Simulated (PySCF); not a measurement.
Compound: C₇H₆ClF.
Atom-mapped SMILES: `[F:1][C:2]1=[CH:3][C@@H:4]2[CH2:5][C@H:6]1[CH:7]=[C:8]2[Cl:9]` (hydrogens: H10 on C3; H11 on C4; H12, H13 on C5; H14 on C6; H15 on C7)

All values: PBE0/def2-SVPD (PySCF, non-relativistic), on one gas-phase PBE0-D3(BJ)/def2-SVP geometry that isn't relaxed in the solvent. The solvent is an IEF-PCM continuum (van der Waals radii × 1.2), and excitations are vertical TDDFT with non-equilibrium linear response and a frozen core. Specific hydrogen bonds and non-electrostatic terms are outside this model.

Gas-phase singlets (H = HOMO, L = LUMO):

| state | E (eV) | λ (nm) | f | leading configurations |
| --- | --- | --- | --- | --- |
| S1 | 4.877 | 254 | 0.004 | H→L 96% |
| S2 | 5.585 | 222 | 0.031 | H-1→L 79%, H→L+1 13% |
| S3 | 6.135 | 202 | 0.004 | H→L+2 82% |
| S4 | 6.401 | 194 | 0.031 | H→L+1 48%, H→L+3 39% |
| S5 | 6.628 | 187 | 0.071 | H→L+3 28%, H→L+4 22% |

Q: How does the list change in dichloromethane (ε = 8.93)?

A: 
```csv
state,E (eV),λ (nm),f,leading configurations,change by rank (eV)
S1,4.880,254,0.006,H→L 97%,+0.003
S2,5.587,222,0.044,"H-1→L 82%, H→L+1 13%",+0.002
S3,6.140,202,0.012,"H→L+2 57%, H→L+1 29%",+0.005
S4,6.404,194,0.017,"H→L+3 54%, H→L+2 24%",+0.003
S5,6.567,189,0.132,"H→L+1 25%, H→L+4 24%",-0.061
```

Q: How does the list change in acetone (ε = 20.49)?

A: 
```csv
state,E (eV),λ (nm),f,leading configurations,change by rank (eV)
S1,4.887,254,0.006,H→L 96%,+0.010
S2,5.590,222,0.042,"H-1→L 82%, H→L+1 13%",+0.005
S3,6.140,202,0.012,"H→L+2 54%, H→L+1 33%",+0.005
S4,6.406,194,0.012,"H→L+3 61%, H→L+2 22%",+0.005
S5,6.572,189,0.127,"H→L+4 25%, H→L+1 25%",-0.056
```

Q: How do the frontier levels move from gas to acetone?

A: 
```
orbital  gas (eV)  solvent (eV)  change (eV)
 LUMO+2      0.67          0.83        +0.16
 LUMO+1      0.60          0.69        +0.09
   LUMO     -0.72         -0.60        +0.12
   HOMO     -6.66         -6.59        +0.07
 HOMO-1     -7.43         -7.34        +0.09
 HOMO-2     -8.95         -8.96        -0.01
 HOMO-3     -9.92         -9.85        +0.07
```

The HOMO–LUMO gap goes from 5.95 to 5.98 eV. Rows go by rank; for HOMO-3, LUMO+1 and LUMO+2 the atom shares or the degeneracy differ between the runs, so the row needn't follow one orbital.
